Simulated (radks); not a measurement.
Results of a calculation; reference values are marked as such.
Q: All-electron atom: Kr4+ in [Ar] 3d10 4s2 4p1 4d1 (not the ground configuration). Code: a radial shooting solver on a logarithmic mesh with Libxc functionals. Model: scalar-relativistic Kohn-Sham, PBE, spin-polarised, spherical densities, finite nucleus; open shells are filled with parallel spins first; Fermi nuclear charge, rms radius 4.1884 fm. Some entries of the table are withheld. Estimate them.

orbital  occ.  eigenvalue (Ry)  <1/r> (bohr^-1)  r(max) (bohr)
1s up       1        -1045.186            36.76        0.02708
1s down     1        -1045.179            36.76        0.02708
2s up       1        -141.4875            8.165         0.1542
2s down     1        -141.4763            8.165         0.1542
2p up       3        -125.6275            7.985         0.1234
2p down     3        -125.6151            7.985         0.1234
3s up       1        -23.79597            2.703         0.4668
3s down     1        -23.78024            2.703         0.4668
3p up       3        -18.73955            2.551         0.4629
3p down     3        -18.72185            2.551         0.4630
3d up       5        -10.36546            2.281         0.4106
3d down     5        -10.34206            2.284         0.4107
4s up       1         -5.57455           0.9393          1.282
4s down     1         -5.39735           0.9485          1.269
4p up       1         -4.35440              (1)          1.413
4p down     0         -4.16585              (2)          1.400
4d up       1         -2.62239           0.6342          1.789
4d down     0         -2.44031           0.6263          1.804
5s up       0         -2.21806           0.4398          2.920
5p up       0              (3)              (4)          3.300
4f up       0         -1.37412           0.3685          2.737
5d up       0         -1.27517           0.3168          4.230

A: 
(1) 4p up <1/r> (bohr^-1): 0.8327
(2) 4p down <1/r> (bohr^-1): 0.8377
(3) 5p up eigenvalue (Ry): -1.83562
(4) 5p up <1/r> (bohr^-1): 0.3915
